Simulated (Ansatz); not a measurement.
`C=N[CH]([AlH2])[SiH3]` + H₂ → `C=NC[SiH3]` + `[AlH3]`  (hydrogenolysis of a C–Al bond)

Isolated molecules relaxed with PBE0-D4/def2-TZVP in Ansatz; ΔE leaves out vibrations. CCSD(T)/CBS adds triple-zeta CCSD(T) − MP2 to the extrapolated MP2 energy (def2 sets, frozen cores). This one scheme is used for every species. DFT in def2-TZVPP. B3LYP here is the variant with VWN-RPA as its local correlation; programs differ in this. HSE06 is defined as in plane-wave codes. Each species was taken in one conformer, which may not be the lowest.

`C=N[CH]([AlH2])[SiH3]`:

```xyz
13

C     1.993    0.760    0.920
N     1.223   -0.086    0.387
C    -0.144    0.246    0.128
Al   -1.337   -0.972    1.127
Si   -0.509   -0.084   -1.692
H     3.029    0.489    1.112
H     1.668    1.771    1.204
H    -0.410    1.297    0.351
H    -2.899   -0.712    1.014
H    -0.741   -2.153    1.993
H    -0.547   -1.554   -1.944
H    -1.847    0.475   -2.024
H     0.520    0.522   -2.577
```

H₂:

Cartesian coordinates in Å:
```
H 0.239 0.278 -0.071
H -0.239 -0.278 0.071
```

`C=NC[SiH3]`:

```xyz
11

C     1.469   -0.132   -1.374
N     1.094    0.467   -0.332
C     0.321   -0.257    0.639
Si   -1.451    0.407    0.659
H     2.033    0.414   -2.128
H     1.258   -1.194   -1.567
H     0.740   -0.077    1.635
H     0.304   -1.345    0.467
H    -2.082    0.180   -0.667
H    -1.459    1.859    0.968
H    -2.226   -0.323    1.699
```

`[AlH3]`:

Cartesian coordinates in Å:
```
Al 0.000 0.000 0.000
H -0.841 -0.541 1.231
H -0.465 1.310 -0.763
H 1.306 -0.769 -0.468
```

```
             level  ΔE (kJ/mol)  difference from CCSD(T)/CBS
       LDA (SPW92)         -2.1                          8.9
            PBE-D4         -2.8                          8.2
         revPBE-D4         -1.1                          9.9
         r2SCAN-D4         -5.0                          6.0
            B97M-V        -23.0                        -12.0
           PBE0-D4         -9.6                          1.4
          B3LYP-D4        -12.1                         -1.1
        r2SCAN0-D4        -10.3                          0.7
          HSE06-D4         -9.4                          1.6
          BHLYP-D4        -19.2                         -8.2
      CAM-B3LYP-D4        -18.7                         -7.7
           ωB97M-V        -12.4                         -1.4
            B2PLYP        -18.3                         -7.3
          PBE-QIDH        -13.8                         -2.8
               PBE        -10.2                          0.8
            revPBE        -14.6                         -3.6
              BLYP        -21.1                        -10.1
            r2SCAN         -7.0                          4.0
              PBE0        -16.2                         -5.2
             B3LYP        -24.2                        -13.2
           r2SCANh         -9.4                          1.6
           r2SCAN0        -12.8                         -1.8
             HSE06        -15.8                         -4.8
             BHLYP        -31.0                        -20.0
         CAM-B3LYP        -25.9                        -14.9
RPA@PBE/def2-TZVPP        -18.1                         -7.1
       HF/def2-SVP        -51.1                        -40.1
      MP2/def2-SVP        -14.6                         -3.6
  CCSD(T)/def2-SVP        -21.7                        -10.7
     HF/def2-TZVPP        -49.2                        -38.2
    MP2/def2-TZVPP         -6.2                          4.8
SCS-MP2/def2-TZVPP        -15.9                         -4.9
   CCSD/def2-TZVPP        -21.2                        -10.2
CCSD(T)/def2-TZVPP        -14.3                         -3.3
     HF/def2-QZVPP        -49.1                        -38.1
    MP2/def2-QZVPP         -4.3                          6.7
SCS-MP2/def2-QZVPP        -14.1                         -3.1
      HF/CBS(def2)        -49.1                        -38.1
     MP2/CBS(def2)         -3.0                          8.0
    CCSD/CBS(def2)        -17.9                         -6.9
       CCSD(T)/CBS        -11.0                            0
```

Largest T1 diagnostic among the species: 0.012.

The D4 term adds +12.0 kJ/mol with B3LYP and +6.7 kJ/mol with PBE0; it sums over pairs of atoms, weighted by their polarisabilities, and B3LYP, whose exchange is more repulsive, gets the larger term. From BLYP to BHLYP (50 % exact exchange), in def2-TZVPP and without D4, ΔE moves by −9.9 kJ/mol.

CCSD(T)/CBS has its own doubt, a few kJ/mol and more with outer-core shells, so smaller differences from it don't rank the levels.
